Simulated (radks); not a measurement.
Results of a calculation; reference values are marked as such.
Problem. The mean radii <r> (bohr) of the occupied orbitals of an atom or ion are listed with their occupations. Level of theory: scalar-relativistic Kohn-Sham, PBEsol, spin-polarised, spherical densities, finite nucleus; Fermi nuclear charge, rms radius of each element as measured or else 0.836 A^(1/3) + 0.57 fm (a radial shooting solver on a logarithmic mesh with Libxc functionals).

| orbital | occ. | <r> |
|---|---|---|
| 1s up | 1 | 0.02070 |
| 1s down | 1 | 0.02069 |
| 2s up | 1 | 0.08524 |
| 2s down | 1 | 0.08545 |
| 2p up | 3 | 0.07485 |

Name the element and its charge. Open shells, if any, are filled with parallel spins first.

Solution. Z = 67, holmium, charge +60: Ho60+ in [He] 2s2 2p3. The 1s radius gives Z: for a bare nucleus <r> = (2 gamma + 1)/(2Z) with gamma = sqrt(1 - (Z/c)^2), 0.02048 bohr for Z = 67, and screening makes it slightly larger (0.02070 here). The occupations add up to 7, and the charge is Z minus that.
